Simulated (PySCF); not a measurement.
**CrF3: breathing scan**

Computed with UPBE/[Cr def2-SVP, F def2-SVP], no relativity, density fitting, PySCF.

Rigid scan from the quartet minimum (Cr–F 1.718 Å (×3); F–Cr–F 120.0° (×3)). Coordinate: all bonds to the central atom scaled together. Energies in kJ/mol from the minimum.

```
scale of all bonds to the centre  E (kJ/mol)  ⟨S²⟩
                            0.88       299.3  3.76
                            0.92       114.4  3.76
                            0.96        24.7  3.77
                            1.00         0.0  3.77
                            1.04        18.4  3.78
                            1.08        64.6  3.80
                            1.14       163.3  3.84
                            1.22       317.1  3.96
                            1.35       559.3  4.35
```

Spin contamination is strong at 1.22, 1.35, so these points are less reliable.

Open d and f shells are described by one determinant, and the ground state may have another occupation or spin.

Other isomers or separated fragments may lie lower.

The scan took 37 s on 2 threads of a shared Arm Neoverse V1 host; the process peaked at 0.83 GiB.
